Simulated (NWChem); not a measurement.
The numbers come from NWChem runs, not from measurements. System: PbS, charge 0, spin multiplicity 1, at a geometry optimised with PBE0/def2-SVP with def2 effective core potentials on Pb. The structure started from a generated list of species. Level: RHF/def2-TZVP with def2 effective core potentials on Pb.

Part of the output:

```
             Northwest Computational Chemistry Package (NWChem) 7.3.0
             --------------------------------------------------------

                                NWChem Input Module
                                -------------------

 Scaling coordinates for geometry "geometry" by  1.889725989
 (inverse scale =  0.529177249)

 Turning off AUTOSYM since
 SYMMETRY directive was detected!

                             Geometry "geometry" -> ""
                             -------------------------

 Output coordinates in angstroms (scale by  1.889725989 to convert to a.u.)

  No.       Tag          Charge          X              Y              Z
 ---- ---------------- ---------- -------------- -------------- --------------
    1 Pb                  82.0000     0.00000000     0.00000000     0.37683500
    2 S                   16.0000     0.00000000     0.00000000    -1.93127800

 Effective nuclear repulsion energy (a.u.)     300.8000694453

            Nuclear Dipole moment (a.u.)
            ----------------------------
        X                 Y               Z
 ---------------- ---------------- ----------------
     0.0000000000     0.0000000000     0.0000415740

      Symmetry information
      --------------------

 Group name             C2v
 Group number             16
 Group order               4
 No. of unique centers     2

      Symmetry unique atoms

     1    2


 Summary of "ao basis" -> "" (spherical)
 ------------------------------------------------------------------------------
       Tag                 Description            Shells   Functions and Types
 ---------------- ------------------------------  ------  ---------------------
 *                         def2-tzvp                  on all atoms

 Summary of "ao basis" -> "ao basis" (spherical)
 ------------------------------------------------------------------------------
       Tag                 Description            Shells   Functions and Types
 ---------------- ------------------------------  ------  ---------------------
 Pb                        def2-tzvp                16       50   6s5p3d2f
 S                         def2-tzvp                13       37   5s5p2d1f

                                 NWChem SCF Module
                                 -----------------

  ao basis        = "ao basis"
  functions       =    87
  atoms           =     2
  closed shells   =    19
  open shells     =     0
  charge          =   0.00
  wavefunction    = RHF
  use symmetry    = T
  symmetry adapt  = T

 Summary of "ao basis" -> "ao basis" (spherical)
 ------------------------------------------------------------------------------
       Tag                 Description            Shells   Functions and Types
 ---------------- ------------------------------  ------  ---------------------
 Pb                        def2-tzvp                16       50   6s5p3d2f
 S                         def2-tzvp                13       37   5s5p2d1f

      Symmetry analysis of basis
      --------------------------

        a1         37
        a2          8
        b1         21
        b2         21

 Forming initial guess at       0.1s

      Superposition of Atomic Density Guess
      -------------------------------------

 Sum of atomic energies:        -616.84012419

      Non-variational initial energy
      ------------------------------

 Total energy =    -589.309842
 1-e energy   =   -1046.181963
 2-e energy   =     376.169664
 HOMO         =      -0.288419
 LUMO         =      -0.046055

      Symmetry analysis of molecular orbitals - initial
      -------------------------------------------------

 !! scf_movecs_sym_adapt:   58 vectors were symmetry contaminated

  Symmetry fudging

 !! scf_movecs_sym_adapt:   48 vectors were symmetry contaminated

  Numbering of irreducible representations:

     1 a1          2 a2          3 b1          4 b2

  Orbital symmetries:

     1 a1          2 a1          3 a1          4 b1          5 b2
     6 a1          7 a1          8 b1          9 b2         10 a1
    11 b1         12 b2         13 a1         14 a2         15 a1
    16 a1         17 b1         18 b2         19 a1         20 b1
    21 b2         22 a1         23 b1         24 b2         25 a1
    26 a1         27 a2         28 a1         29 a1

 Starting SCF solution at       0.9s

 ----------------------------------------------
         Quadratically convergent ROHF

 Convergence threshold     :          1.000E-07
 Maximum no. of iterations :          100
 Final Fock-matrix accuracy:          1.000E-09
 ----------------------------------------------

              iter       energy          gnorm     gmax       time
             ----- ------------------- --------- --------- --------
                 1     -589.3231563118  8.97D-01  3.22D-01      0.9
                 2     -589.4096120810  2.08D-01  4.08D-02      1.0
                 3     -589.4146770743  9.47D-03  2.16D-03      1.0
                 4     -589.4146965892  5.71D-05  1.73D-05      1.1
                 5     -589.4146965896  8.43D-09  2.13D-09      1.1

       Final RHF  results
       ------------------

         Total SCF energy =   -589.414696589621
      One-electron energy =  -1047.211522198726
      Two-electron energy =    377.094367953048
 Nuclear repulsion energy =     80.702457656057

        Time for solution =      0.2s

       Symmetry analysis of molecular orbitals - final
       -----------------------------------------------

  Numbering of irreducible representations:

     1 a1          2 a2          3 b1          4 b2

  Orbital symmetries:

     1 a1          2 a1          3 a1          4 b2          5 b1
     6 a1          7 b2          8 b1          9 a1         10 a1
    11 a1         12 a2         13 b1         14 b2         15 a1
    16 a1         17 a1         18 b2         19 b1         20 b2
    21 b1         22 a1         23 b1         24 b2         25 a1
    26 a1         27 a2         28 a1         29 b1

             Final eigenvalues
             -----------------

              1
    1  -91.9071
    2   -8.9101
    3   -6.5904
    4   -6.5896
    5   -6.5896
    6   -6.2107
    7   -3.8972
    8   -3.8972
    9   -3.8869
   10   -1.1197
   11   -1.1196
   12   -1.1196
   13   -1.1095
   14   -1.1095
   15   -0.8604
   16   -0.5866
   17   -0.3437
   18   -0.3320
   19   -0.3320
   20    0.0011
   21    0.0011
   22    0.0891
   23    0.1643
   24    0.1643
   25    0.2319
   26    0.2695
   27    0.2695
   28    0.2852
   29    0.3249

                       ROHF Final Molecular Orbital Analysis
                       -------------------------------------

 Vector   17  Occ=2.000000D+00  E=-3.437175D-01  Symmetry=a1
              MO Center= -3.8D-16,  2.3D-15, -7.1D-01, r^2= 4.0D+00
   Bfn.  Coefficient  Atom+Function         Bfn.  Coefficient  Atom+Function
  ----- ------------  ---------------      ----- ------------  ---------------
    67     -0.400873  2 S  pz                 6      0.373204  1 Pb s
    12     -0.313561  1 Pb pz                70     -0.301671  2 S  pz
    18      0.264000  1 Pb pz                15      0.241901  1 Pb pz
     3     -0.176475  1 Pb s                 64     -0.174570  2 S  pz
     5      0.158576  1 Pb s

 Vector   18  Occ=2.000000D+00  E=-3.320085D-01  Symmetry=b2
              MO Center= -4.8D-31,  8.2D-16, -1.5D+00, r^2= 2.3D+00
   Bfn.  Coefficient  Atom+Function         Bfn.  Coefficient  Atom+Function
  ----- ------------  ---------------      ----- ------------  ---------------
    66      0.449809  2 S  py                69      0.348763  2 S  py
    63      0.200910  2 S  py                17      0.180079  1 Pb py
    57     -0.162723  2 S  py                11     -0.158697  1 Pb py

 Vector   19  Occ=2.000000D+00  E=-3.320085D-01  Symmetry=b1
              MO Center= -5.3D-18, -1.1D-30, -1.5D+00, r^2= 2.3D+00
   Bfn.  Coefficient  Atom+Function         Bfn.  Coefficient  Atom+Function
  ----- ------------  ---------------      ----- ------------  ---------------
    65      0.449809  2 S  px                68      0.348763  2 S  px
    62      0.200910  2 S  px                16      0.180079  1 Pb px
    56     -0.162723  2 S  px                10     -0.158697  1 Pb px

 Vector   20  Occ=0.000000D+00  E= 1.148425D-03  Symmetry=b2
              MO Center=  6.5D-31, -4.3D-16,  2.7D-01, r^2= 5.5D+00
   Bfn.  Coefficient  Atom+Function         Bfn.  Coefficient  Atom+Function
  ----- ------------  ---------------      ----- ------------  ---------------
    20      0.609060  1 Pb py                17      0.354075  1 Pb py
    69     -0.351742  2 S  py                11     -0.308852  1 Pb py
    14      0.223167  1 Pb py                66     -0.164305  2 S  py

 Vector   21  Occ=0.000000D+00  E= 1.148425D-03  Symmetry=b1
              MO Center=  2.6D-15, -1.9D-30,  2.7D-01, r^2= 5.5D+00
   Bfn.  Coefficient  Atom+Function         Bfn.  Coefficient  Atom+Function
  ----- ------------  ---------------      ----- ------------  ---------------
    19      0.609060  1 Pb px                16      0.354075  1 Pb px
    68     -0.351742  2 S  px                10     -0.308852  1 Pb px
    13      0.223167  1 Pb px                65     -0.164305  2 S  px

 Vector   22  Occ=0.000000D+00  E= 8.913926D-02  Symmetry=a1
              MO Center=  2.5D-15,  3.2D-15,  8.7D-01, r^2= 9.2D+00
   Bfn.  Coefficient  Atom+Function         Bfn.  Coefficient  Atom+Function
  ----- ------------  ---------------      ----- ------------  ---------------
    21      1.324975  1 Pb pz                55      0.493283  2 S  s
    18     -0.398986  1 Pb pz                 5     -0.288740  1 Pb s
    15      0.155956  1 Pb pz                 3      0.153830  1 Pb s

 center of mass
 --------------
 x =   0.00000000 y =   0.00000000 z =   0.13093804

 moments of inertia (a.u.)
 ------------------
         527.203989344578           0.000000000000           0.000000000000
           0.000000000000         527.203989344578           0.000000000000
           0.000000000000           0.000000000000           0.000000000000

  Mulliken analysis of the total density
  --------------------------------------

    Atom       Charge   Shell Charges
 -----------   ------   -------------------------------------------------------
    1 Pb  22    21.37   0.06 -0.59  1.78  0.76  1.10  0.77 -0.62  6.56  0.49  0.75  0.19  9.10  0.88  0.11  0.03  0.00
    2 S   16    16.63   2.01  0.49  1.48  1.05  0.86  4.18  1.70  0.85  2.33  1.64  0.01  0.04  0.00

       Multipole analysis of the density wrt the origin
       ------------------------------------------------

     L   x y z        total         open         nuclear
     -   - - -        -----         ----         -------
     0   0 0 0     -0.000000      0.000000     38.000000

     1   1 0 0      0.000000      0.000000      0.000000
     1   0 1 0     -0.000000      0.000000      0.000000
     1   0 0 1      2.048018      0.000000    -42.726852

     2   2 0 0    -29.571315      0.000000      0.000000
     2   1 1 0      0.000000      0.000000      0.000000
     2   1 0 1      0.000000      0.000000      0.000000
     2   0 2 0    -29.571315      0.000000      0.000000
     2   0 1 1     -0.000000      0.000000      0.000000
     2   0 0 2    -37.211478      0.000000    224.268042

 Task  times  cpu:        1.1s     wall:        1.1s

 Total times  cpu:        1.2s     wall:        1.2s
```

Q: Write an NWChem input that would produce this output.

A: This is not unique; one that fits is 
```
start mol
memory heap 200 mb stack 900 mb global 1100 mb
geometry units angstroms nocenter noautoz
  Pb     0.000000     0.000000     0.376835
  S      0.000000     0.000000    -1.931278
  symmetry group C2v
end
basis spherical
  * library def2-tzvp
end
ecp
  Pb library def2-ecp
end
scf
  rhf
  nopen 0
  maxiter 100
  thresh 1e-7
  semidirect memsize 60000000 filesize 0
end
task scf energy
```
